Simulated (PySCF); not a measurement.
Compound: C5H6Si.
Structure used (GFN2-xTB), in Å, numbered top down from 1:
```
atom  x, y, z in Å
C1     1.9073    1.0861    1.3591
C2     1.1049    0.5197    0.6709
C3     0.1161   -0.1353   -0.1318
Si4   -1.6744    0.3841    0.2164
C5     0.4426   -1.5353   -0.6318
C6     0.5420   -0.5990   -1.5180
H7     2.6152    1.5772    1.9577
H8    -1.8196    1.8194   -0.0305
H9    -2.0052    0.0798    1.6092
H10   -2.5296   -0.3822   -0.6936
H11    0.5295   -2.5507   -0.3346
H12    0.7722   -0.2644   -2.4990
```

NICS = −σ at a ghost point: NICS(0) at the centroid of the ring atoms, NICS(1) 1 Å to either side along the normal of their mean plane, zz for the tensor component along that normal. Level: GIAO PBE0/pcSseg-1 (PySCF, non-relativistic, gas phase) on the GFN2-xTB geometry, one conformer.

Ring bond lengths (Å), with Mayer bond orders in brackets: C3–C5 1.522 (0.95), C5–C6 1.293 (1.72), C6–C3 1.522 (0.95).

**Question.** What do the NICS probes read (ppm)?

**Answer.** 
```json
{"ring": "C3–C5–C6", "type": "3-membered carbocycle; formal bonds 1 double, 2 single", "NICS(0)": "-31.2", "NICS(1), two faces": "-5.5 / -7.1", "NICS(1)zz, two faces": "-12.7 / -16.7", "rms pucker (Å)": "0.00", "centre to ring atoms, mean (Å)": "0.83"}
```

**Question.** What can be read from them?

**Answer.** 
- C3–C5–C6: mean NICS(1)zz -14.7 ppm, shielded. C3 has four or more neighbours, and the NICS criterion for π rings isn't applied. The two faces differ by 4.0 ppm, so no symmetry operation interchanges them. NICS(0) lies 25 ppm below the mean NICS(1).

**Question.** List the ring angles and the Hirshfeld charges of the ring atoms.

**Answer.** 
- C3–C5–C6: C3 50.3° (-0.078 e), C5 64.9° (-0.028 e), C6 64.9° (-0.028 e); sum 180.0° against 180° for a flat convex ring.

**Question.** What are the shieldings of the ring atoms and their hydrogens in the same run (means over atoms taken as equivalent)?

**Answer.** 
```tsv
atoms	environment	σ isotropic (ppm)
C3	sp3 carbon bound to silicon	185.9
C5 (×2)	alkene CH carbon	64.4
H11 (×2)	vinylic hydrogen	24.35
```

On an Arm Neoverse N1 with one thread, on a shared host, this took 25 s wall and 0.67 GiB of memory at its peak. This is the whole shielding run at PBE0/pcSseg-1, SCF included.
